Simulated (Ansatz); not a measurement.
Reaction (substitution at a C–Ge bond): `N#C[CH2][GeH2][F]` + H–F → `N#CCF` + `[F][GeH3]`

Computed with Ansatz on PBE0-D4/def2-TZVP structures; ΔE is electronic, products minus reactants. CCSD(T)/CBS is the MP2 limit (def2-TZVPP, def2-QZVPP) plus CCSD(T) − MP2 in def2-TZVPP, frozen cores. This one scheme is used for every species. Functionals use def2-TZVPP. For Ge outer-core shells are correlated without core-valence functions, which leaves a few kJ/mol of doubt a bond. Scalar relativity is left out up to krypton. Each species was taken in one conformer, which may not be the lowest.

CCSD(T)/CBS gives +27.4 kcal/mol.

Q: Another level gave +25.3 kcal/mol. Which?
A. B97M-V/def2-TZVPP
B. CCSD/def2-TZVPP
C. BLYP/def2-TZVPP
D. r2SCANh/def2-TZVPP

A: B. CCSD/def2-TZVPP 25.3, BLYP 20.0, B97M-V 21.9, r2SCANh 24.3 kcal/mol.

Largest T1 diagnostic among the species: 0.013.

At CCSD(T), def2-SVP lies −7.6 kcal/mol from the extrapolated value and def2-TZVPP −1.5 kcal/mol. In def2-TZVPP, CCSD(T) changes the Hartree–Fock value by +6.2 kcal/mol (the triples alone add +0.6 kcal/mol) and MP2 by +9.5 kcal/mol.

CCSD(T)/CBS has its own doubt, a few kJ/mol and more with outer-core shells, so smaller differences from it don't rank the levels.
